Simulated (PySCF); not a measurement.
**State search for TiO**

Unrestricted PBE0; basis Ti def2-TZVP, O def2-TZVP; no relativity; PySCF 2.14. Outer shells of the fragments: Ti 3d2 4s2; O 2s2 2p4.

Followed along the bond (rough minima from three points):

| 2Ms+1 | unpaired | ⟨S²⟩ at the start | R at minimum (Å) | Te (eV) |
| --- | --- | --- | --- | --- |
| 3 | σ ↑, δ ↑ | 2.11 | 1.60 | 0.00 |
| 1 | σ ↓, δ ↑ | 1.02 | 1.60 | 0.33 |
| 3 | δ ↑↑ | 2.06 | 1.64 | 1.34 |
| 3 | σ ↑, π ↑ | 2.15 | 1.63 | 1.57 |
| 1 | δ ↑↓ | 1.00 | 1.64 | 1.59 |
| 5 | σ ↑, π ↑↑, δ ↑ | 6.00 | 1.92 | 3.08 |

Solutions found at the starting distance of 1.865 Å, counted from the lowest of them; the search is not exhaustive and high or unbound solutions are not listed, so other states can lie among these:

| 2Ms+1 | unpaired | term | E (eV) | ⟨S²⟩ | ⟨Lz²⟩ | μ (D) |
| --- | --- | --- | --- | --- | --- | --- |
| 3 | σ ↑, δ ↑ | ³Δ | 0.00 | 2.11 | 4.00 | -5.59 |
| 1 | σ ↓, δ ↑ | mixed | 0.42 | 1.02 | 4.00 | -5.09 |
| 3 | δ ↑↑ | ³Σ⁻ | 0.96 | 2.06 | 0.00 | -8.36 |
| 1 | δ ↑↓ | mixed | 1.24 | 1.00 | 8.01 | -8.42 |
| 3 | σ ↑, π ↑ | mixed | 1.31 | 2.15 | 1.24 | -5.11 |
| 1 | none | ¹Σ⁺ | 1.69 | 0.00 | 0.00 | -4.77 |

A term symbol is given only where ⟨S²⟩ and ⟨Lz²⟩ are close to those of a pure state; real π, δ and φ orbitals otherwise mix terms. A positive dipole means Ti(−)O(+).

With d or f electrons several states lie close, and the lowest PBE0 determinant need not be the measured ground state.
